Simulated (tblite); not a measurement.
C5H7Cl3GeO.
SMILES with atom numbers: `[CH2:1]=[C:2]([GeH3:3])[O:4][C:5](=[CH2:6])[C:7]([Cl:8])([Cl:9])[Cl:10]` (hydrogens: H11, H12 on C1; H13, H14, H15 on Ge3; H16, H17 on C6)

Computed with GFN2-xTB (tblite), gas phase: L-BFGS steps from a force-field or distance-geometry start until the largest atomic force falls under 0.01 eV/Å.

Step 0: E = -920.4619 eV
```
atom  x, y, z in Å  |  force x, y, z in eV/Å
C1      1.7451    0.0363   -1.7799   -1.007   0.600  -0.372
C2      1.1682    0.2264   -0.6011   -0.204  -0.985   0.068
Ge3     2.0598   -0.5262    0.9687    0.063   0.113   0.610
O4     -0.0058    0.9203   -0.4051   -1.271   1.054   0.759
C5     -1.2150    0.3047   -0.0339    1.789  -1.503  -1.225
C6     -1.4633   -0.9003   -0.5391   -0.427  -0.433   0.240
C7     -2.2035    0.9721    0.8525    0.450   0.882  -0.579
Cl8    -2.6391    2.4919    0.0030   -0.115   0.342   0.076
Cl9    -3.7006    0.0618    1.0440    0.127   0.100   0.356
Cl10   -1.4334    1.3710    2.3858   -0.076  -0.060   0.277
H11     1.3012    0.4247   -2.6993    0.354  -0.197   0.237
H12     2.6540   -0.5225   -1.7946    0.290   0.043  -0.261
H13     3.2466   -1.4264    0.5577   -0.599   0.289   0.170
H14     2.6532    0.6812    1.7148   -0.280  -0.549  -0.008
H15     0.9794   -1.2691    1.7866    0.614   0.279  -0.128
H16    -0.7768   -1.4202   -1.1778    0.138   0.099  -0.080
H17    -2.3771   -1.4135   -0.2921    0.156  -0.074  -0.140
```

Question: Estimate the geometry and energy of step 1. (The exact step hangs on the optimiser's Hessian estimate; all steps are aligned on step 0, rigid shifts and turns removed.)

Answer: E = -920.6277 eV, largest force 1.059 eV/Å
```
atom  x, y, z in Å  |  force x, y, z in eV/Å
C1      1.7307    0.0449   -1.7852   -0.122  -0.020   0.125
C2      1.1652    0.2123   -0.6001   -0.582  -0.385   0.111
Ge3     2.0607   -0.5246    0.9774   -0.025   0.091   0.418
O4     -0.0240    0.9353   -0.3943   -0.245   0.388   0.502
C5     -1.1895    0.2832   -0.0514    0.657  -0.079  -0.167
C6     -1.4694   -0.9065   -0.5357    0.085  -0.998  -0.345
C7     -2.1971    0.9847    0.8442    0.630   0.386  -0.721
Cl8    -2.6408    2.4968    0.0041   -0.041   0.257   0.071
Cl9    -3.6988    0.0633    1.0491    0.251   0.182   0.298
Cl10   -1.4345    1.3701    2.3898   -0.081  -0.074   0.118
H11     1.3062    0.4219   -2.6959    0.069   0.045  -0.200
H12     2.6581   -0.5219   -1.7983   -0.246   0.319  -0.259
H13     3.2381   -1.4222    0.5601   -0.550   0.258   0.148
H14     2.6492    0.6733    1.7146   -0.236  -0.429   0.034
H15     0.9882   -1.2652    1.7848    0.532   0.229  -0.071
H16    -0.7748   -1.4188   -1.1790    0.018   0.020  -0.036
H17    -2.3748   -1.4146   -0.2941   -0.114  -0.190  -0.027
```

The energy changes by -0.1659 eV. The first-order estimate −F·Δx gives -0.2440 eV and the mean of the old and new forces, exact on a quadratic surface, -0.1663 eV. The step makes an angle of 0° with the force vector and moves no atom by more than 0.038 Å.

What follows is the cost of the whole relaxation. Time: 5.4 s. Hardware: Intel Xeon at 2.50 GHz, one thread, shared host with 64 logical CPUs at a one-minute load of 63.
